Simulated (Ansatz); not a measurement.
Relaxation of CH5ClSn (8 atoms, charge 0, multiplicity 1), to a largest force component of 0.03 eV/Å in at most 50 steps.

These are results of RKS PBE/def2-SVP (Ansatz), not measurements.

```xyz
8
Properties=species:S:1:pos:R:3:forces:R:3
Sn 0.233 0.081 0.063 0.55 0.03 0.15
C 1.064 -0.038 2.032 -0.65 -0.05 1.28
H 0.414 -0.157 2.923 0.06 0.01 -0.04
H 1.775 -0.886 1.966 -0.10 0.06 0.00
H 1.646 0.906 2.124 -0.06 -0.09 -0.02
H 1.941 0.103 -0.164 0.20 0.07 -1.44
H -0.742 1.370 -0.525 -0.01 -0.03 0.05
Cl -0.788 -1.926 -0.704 0.02 0.01 0.02
```

Task: Where does it end, and by what steps?

Result: The run converged. After 7 steps the energy has fallen by 0.678 eV; H6 moved furthest, 0.88 Å.

```csv
step,energy less start (eV),largest force component (eV/Å),accepted
0,0.0000,1.437,yes
1,-0.3046,0.792,yes
2,-0.4738,0.367,yes
3,-0.6067,0.301,yes
4,-0.6672,0.092,yes
5,-0.6773,0.062,yes
6,-0.6775,0.119,yes
7,-0.6781,0.004,yes
```

```xyz
8
Properties=species:S:1:pos:R:3
Sn 0.488 0.094 0.030
C 1.055 -0.042 2.110
H 0.146 -0.148 2.731
H 1.706 -0.925 2.255
H 1.602 0.874 2.406
H 1.845 0.154 -1.041
H -0.634 1.374 -0.284
Cl -0.666 -1.928 -0.493
```

Whether the end is a true minimum wasn't checked by a vibrational analysis.

Time of the run: 22 s on 1 thread of Arm Neoverse V2, with other jobs on the host, peak memory 0.12 GiB.
